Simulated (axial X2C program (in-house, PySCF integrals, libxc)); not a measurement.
## ReF⁺ at several levels of theory

All values were computed with an in-house all-electron X2C program for linear molecules (integrals from PySCF). Spin-free means the one-electron spin-free X2C Hamiltonian; two-component (2c) means X2C with spin–orbit coupling and atomic mean-field two-electron Coulomb and Gaunt terms, so the difference of the two also holds small scalar two-electron terms. Basis: Re dyall-cv3z [13s14p9d7f4g], F dyall-av3z [7s6p3d2f] (cores contracted in-house); Gaussian nuclei, density fitting, unrestricted open shells. Masses: Re 186.956 u, F 18.998 u.

Input:
```json
{
 "zs": [
  75,
  9
 ],
 "q": 1,
 "bas": [
  "dyall-cv3z",
  "dyall-av3z"
 ],
 "levels": [
  "PBE0",
  "HF",
  "TPSS"
 ],
 "cc": true,
 "r0": 1.95,
 "thr": -2.0,
 "nmax": 90,
 "npts": 10,
 "nst": 2,
 "ntry": 6
}
```
```bash
python so2c.py task.json out
```

Keys: zs atomic numbers; q charge; bas basis sets; levels methods; cc coupled cluster on or off; r0 starting distance in Å; thr threshold in hartree for freezing inner shells (an s shell follows its p shell); nmax most natural virtual spinors; npts points on the curve; nst determinants followed; ntry starts of the search. HF also brings MP2.

State, spin-free: M_S = 5/2, Λ = 0 (beyond evenly filled blocks: σα, π+α, π-α, δ+α, δ-α); electrons by block: σα: 16, σβ: 15, π+α: 9, π+β: 8, π-α: 9, π-β: 8, δ+α: 4, δ+β: 3, δ-α: 4, δ-β: 3, φ+α: 1, φ+β: 1, φ-α: 1, φ-β: 1. Fragments: Re+ + F.

State, 2c: Ω = 5/2 (⟨Sz⟩ = 2.45, ⟨Lz⟩ = 0.05 at PBE0); electrons by block: 1/2: 24, -1/2: 24, 3/2: 12, -3/2: 12, 5/2: 5, -5/2: 4, 7/2: 1, -7/2: 1. Fragments: Re+ + F.

```
Hamiltonian    level  Re (Å)  ωe (cm⁻¹)  ωexe (cm⁻¹)  Be (cm⁻¹)  αe (cm⁻¹)  De (eV)  D0 (eV)  k (mdyn/Å)  μ (D)
  spin-free     PBE0   1.805      760.3         3.26     0.2999    0.00169     3.85     3.80        5.87  -3.15
  spin-free       HF   1.827      731.9          3.1     0.2929    0.00169     1.45     1.41        5.44  -4.47
  spin-free      MP2   1.822      740.5          n/a     0.2944        n/a     3.91     3.86        5.57    n/a
  spin-free     CCSD   1.823      737.3         3.12      0.294    0.00167     3.46     3.41        5.52    n/a
  spin-free  CCSD(T)   1.826      733.7            3     0.2932    0.00166     3.64     3.60        5.47    n/a
  spin-free     TPSS   1.816      747.2         3.21     0.2965    0.00167     4.33     4.28        5.67  -2.75
         2c     PBE0   1.805      757.2         3.24        0.3    0.00169     3.85     3.80        5.83  -3.16
         2c       HF   1.827      729.9         3.07     0.2929    0.00168     1.45     1.40        5.41  -4.46
         2c     CCSD   1.823      734.1         3.09      0.294    0.00167     3.45     3.40        5.48    n/a
         2c  CCSD(T)   1.826      730.6         2.98     0.2932    0.00166     3.63     3.58        5.42    n/a
         2c     TPSS   1.815      744.3         3.19     0.2966    0.00167     4.32     4.28        5.63  -2.76
```

Correlated methods: 13 electrons correlated (number of frozen shells: Re 5 s, 4 p, 2 d, 1 f; F 1 s), 313 virtual spin orbitals or spinors in MP2, 90 natural virtuals in coupled cluster.

Dipoles are positive if F is the positive end and refer to the centre of mass.

One determinant describes the state; a PBE0 search over occupations chose it and may have missed a lower one. De is counted from the lowest determinant-based energies of the atoms at the same level, without counterpoise correction. Density functionals use the spin component along the axis (collinear). Coupled cluster ran in a truncated set of natural virtual spinors; the MP2 energy of the rest was added. (T) has no such correction and the atoms are truncated less, which lowers De at CCSD(T) by a hundredth of an eV or more. The 2c atoms are single determinants rather than J levels; their spin–orbit lowering is only partly caught, and De is too large by that part. This holds for PBE0, TPSS. The functionals have no current-density term, which raises determinants with orbital currents, atoms included. With several unpaired electrons one determinant need not be a pure state. This is the top spin component of a Σ state; components of lower Ω are not single determinants and can lie lower. The determinant is spin-polarised beyond a pure state at some levels (its spin-free form has ⟨S²⟩ too high), which makes Re and μ there less reliable.

No reliable constants came from MP2 (2c): no minimum in range, unconverged points, a curve that is not smooth, a change of character along it, or the two Hamiltonians disagreeing along it.

Rough cost a point (2c) on 1 thread(s) of a shared host, integrals apart: PBE0 1.1 s, HF 1.1 s, CCSD(T) 6 s, TPSS 0.8 s.

The whole task took 3.6 min on 1 thread of Arm Neoverse V2 (shared host).
